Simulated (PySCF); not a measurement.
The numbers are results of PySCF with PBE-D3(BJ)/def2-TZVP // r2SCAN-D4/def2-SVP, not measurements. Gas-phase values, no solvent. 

Reference species: [Zr(Cl)4] (neutral, multiplicity 1).

```
Item                                    Value
-------------------------------------  ------
coordination number                         4
charge on the central atom (Mulliken)  1.20 e
```

Changed species: [Zr(Cl)3(F)] (1 of 4 Cl replaced by F; the reference has 0 of 4 Cl replaced by F).

What does the change do to the coordination number and charge on the central atom (Mulliken)?

the coordination number is nearly the same; the charge on the central atom (Mulliken) rises by 0.12 e, to 1.32 e.
